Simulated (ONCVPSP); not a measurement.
## What one change does to a pseudopotential (Cu (Z = 29), ONCV)

ONCVPSP 4.0.1 input, shortened (lines: element, Z, core and valence counts, functional; n l f; lmax; l rc ep ncon nbas qcut; lloc lpopt rc5 dvloc0; l nproj debl; icmod fcfact rcfact), PBE, scalar-relativistic:

```
  Cu 29.00    3    3        4      upf
    1    0    2.00
    2    0    2.00
    2    1    6.00
    3    0    2.00
    3    1    6.00
    3    2   10.00
    2
    0    1.15    0.00    4    7   13.80
    1    0.75    0.00    3    6   11.70
    2    0.90    0.00    4    8   15.60
    4    5    0.60    0.00
    0    2    2.90
    1    2    0.40
    2    1    3.90
    3    3.75    1.80
```

In the s channel the program set the typed energies aside and used -4.532, 0.250 Ha. In the p channel the program set the typed energies aside and used -2.969, 0.250 Ha.

All-electron outer shells of the reference configuration (PBE, scalar-relativistic, ld1.x):

```json
{"shell": "3s", "level (eV)": "-123.32", "outermost node (bohr)": "0.29", "outermost maximum (bohr)": "0.61"}
{"shell": "3p", "level (eV)": "-80.79", "outermost node (bohr)": "0.26", "outermost maximum (bohr)": "0.62"}
{"shell": "3d", "level (eV)": "-13.66", "outermost node (bohr)": "–", "outermost maximum (bohr)": "0.60"}
```

Change: s: rc 1.36.

Cutoffs: the cutoffs (Ha) at which the residual kinetic energy of the hardest occupied pseudo-wave falls to 1 and 0.1 mHa per electron; they do not see the model core or the augmentation charge, which bear on the density cutoff. Errors are all-electron minus pseudo energies relative to the spin-unpolarised reference configuration.

Task: How do hardness, ghosts and transferability respond?

Result: The potential gets neither clearly harder nor softer (104 Ha and 180 Ha → 104 Ha and 180 Ha); the d channel sets the loose cutoff, while the largest relative change is in s, which becomes softer; of the 4 tests that both files solve, the error grows in 1 and shrinks in 1 by more than 15 % and 0.3 meV (median size 1.6 → 3.8 meV); neither file shows a bound ghost.

```csv
quantity,base,changed
"cutoff, loose",104 Ha,104 Ha
"cutoff, tight",180 Ha,180 Ha
loose cutoff by channel,"s 57 Ha, p 43 Ha, d 104 Ha","s 43 Ha, p 43 Ha, d 104 Ha"
bound ghosts,none,none
GHOST(+) flags under 300 eV,none,none
"error for 3s2 3p6 3d10 4s1, meV [ΔE -8.15 eV]",-0.2,+0.1
"error for 3s2 3p6 3d9, meV [ΔE 21.33 eV]",-2.2,-2.1
"error for 3s2 3p6 3d8, meV [ΔE 60.35 eV]",-6.4,-5.4
"error for 3s2 3p6 3d7, meV [ΔE 120.06 eV]",+1.0,+5.8
p: phases at 0.76 bohr within 0.05 rad from the reference energy up to (Ha; the scan ends near 5),to the end of the scan,to the end of the scan
d: phases at 0.91 bohr within 0.05 rad from the reference energy up to (Ha; the scan ends near 5),to the end of the scan,to the end of the scan
"rms error of d²Exc/dni dnj with the model core, mHa",3.44,3.88
```
